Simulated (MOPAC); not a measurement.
A run for MOPAC: AM1 on BFHI (SMILES FBI), a point of a bond scan (R = 1.574 Å).

```
AM1 1SCF PRECISE CHARGE=0 THREADS=1
BFHI

B     -0.24474767 1    -1.33345574 1     0.80641967 1
F      0.99971233 1    -1.82581554 1     1.63472861 1
H     -1.26010087 1    -1.94582817 1     0.81786299 1
I     -0.08767701 1     0.45862089 1    -0.34566142 1
```

Program output:

```
*******************************************************************************
 **                                                                           **
 **                              MOPAC v23.2.5                                **
 **                                                                           **
 *******************************************************************************
 ** MOPAC's Digital Object Identifier: https://doi.org/10.5281/zenodo.6511958 **
 **                                                                           **
 ** Please cite the open-source release paper for use of this MOPAC version:  **
 ** J. E. Moussa and J. J. P. Stewart (2026)                                  **
 ** MOPAC: An open-source semiempirical molecular orbital program             **
 ** J. Open Source Softw., 11(119), 8025, https://doi.org/10.21105/joss.08025 **
 *******************************************************************************

                              AM1 CALCULATION RESULTS

 *******************************************************************************
 *  AM1        - The AM1 Hamiltonian to be used
 *
 *
 *
 *                 CHARGE ON SYSTEM = 0
 *
 *
 *
 *  PRECISE    - TIGHTER CRITERIA TO BE USED
 *  1SCF       - DO 1 SCF AND THEN STOP
 *  THREADS=1  - MULTI-THREADING NOT USED
 *  T=         - A TIME OF 172800.0 SECONDS REQUESTED
 *  DUMP=N     - RESTART FILE WRITTEN EVERY 7200.0 SECONDS REQUESTED
 *******************************************************************************
AM1 1SCF PRECISE CHARGE=0 THREADS=1
 BFHI

   ATOM   CHEMICAL          X               Y               Z
  NUMBER   SYMBOL      (ANGSTROMS)     (ANGSTROMS)     (ANGSTROMS)

     1       B         -0.24474767  *  -1.33345574  *   0.80641967  *
     2       F          0.99971233  *  -1.82581554  *   1.63472861  *
     3       H         -1.26010087  *  -1.94582817  *   0.81786299  *
     4       I         -0.08767701  *   0.45862089  *  -0.34566142  *



          CARTESIAN COORDINATES

    NO.       ATOM           X           Y           Z

     1         B         -0.2447     -1.3335      0.8064
     2         F          0.9997     -1.8258      1.6347
     3         H         -1.2601     -1.9458      0.8179
     4         I         -0.0877      0.4586     -0.3457

  H: (AM1): M.J.S. DEWAR ET AL, J. AM. CHEM. SOC. 107 3902-3909 (1985)
  B: (AM1): M.J.S. DEWAR ET AL, ORGANOMETALLICS, 7, 513-521 (1988)
  F: (AM1): M.J.S. DEWAR AND E. G. ZOEBISCH, THEOCHEM, 180, 1 (1988).
  I: (AM1): M.J.S. DEWAR AND E. G. ZOEBISCH, THEOCHEM, 180, 1 (1988).

           Empirical Formula: H B F I  =     4 atoms



      MOLECULAR POINT GROUP   :   Cs


      RHF CALCULATION, NO. OF DOUBLY OCCUPIED LEVELS = 9


 -------------------------------------------------------------------------------
 AM1 1SCF PRECISE CHARGE=0 THREADS=1
 BFHI



     1SCF WAS SPECIFIED, SO BFGS WAS NOT USED
     SCF FIELD WAS ACHIEVED


                              AM1 CALCULATION
                                                       MOPAC v23.2.5 Linux




          FINAL HEAT OF FORMATION =        -27.16709 KCAL/MOL =    -113.66709 KJ/MOL


          COSMO AREA              =        100.96 SQUARE ANGSTROMS
          COSMO VOLUME            =         85.85 CUBIC ANGSTROMS

          IONIZATION POTENTIAL    =         10.831388 EV
          HOMO LUMO ENERGIES (EV) =        -10.831 -0.775
          NO. OF FILLED LEVELS    =          9
          MOLECULAR WEIGHT        =        157.7208         POINT GROUP:  Cs

          MOLECULAR DIMENSIONS (Angstroms)

            Atom       Atom       Distance
            I     4    F     2     3.21294
            F     2    H     3     2.09499
            I     4    B     1     0.00000


          SCF CALCULATIONS        =          1





   ATOM   CHEMICAL          X               Y               Z
  NUMBER   SYMBOL      (ANGSTROMS)     (ANGSTROMS)     (ANGSTROMS)

     1       B         -0.24474767  *  -1.33345574  *   0.80641967  *
     2       F          0.99971233  *  -1.82581554  *   1.63472861  *
     3       H         -1.26010087  *  -1.94582817  *   0.81786299  *
     4       I         -0.08767701  *   0.45862089  *  -0.34566142  *

                             CARTESIAN COORDINATES

   1    B       -0.244747670    -1.333455740     0.806419670
   2    F        0.999712330    -1.825815540     1.634728610
   3    H       -1.260100870    -1.945828170     0.817862990
   4    I       -0.087677010     0.458620890    -0.345661420


           Empirical Formula: H B F I  =     4 atoms



      MOLECULAR POINT GROUP   :   Cs


                  EIGENVALUES
 -46.19523 -30.77670 -21.03097 -15.30501 -14.73334 -14.42799 -11.78790 -11.04136
 -10.83139  -0.77497   0.25981   3.12492   4.38580


              NET ATOMIC CHARGES AND DIPOLE CONTRIBUTIONS

  ATOM NO.   TYPE          CHARGE      No. of ELECS.   s-Pop       p-Pop
    1          B           0.263696        2.7363     1.31077     1.42553
    2          F          -0.254633        7.2546     1.94934     5.30529
    3          H           0.032483        0.9675     0.96752
    4          I          -0.041546        7.0415     1.97557     5.06598
 DIPOLE           X         Y         Z       TOTAL
 POINT-CHG.    -1.712     0.149    -0.781     1.888
 HYBRID         0.175    -0.912     0.688     1.156
 SUM           -1.536    -0.763    -0.094     1.718


          ATOMIC ORBITAL ELECTRON POPULATIONS

     Atom    s        px        py        pz
    1  B   1.31077   0.59810   0.51530   0.31213
    2  F   1.94934   1.62846   1.89891   1.77792
    3  H   0.96752
    4  I   1.97557   1.98666   1.38132   1.69800

 **********************
 *                    *
 * JOB ENDED NORMALLY *
 *                    *
 **********************




 == MOPAC DONE ==
```

The run finished.

Cost: around 0.010 core-seconds (rough).
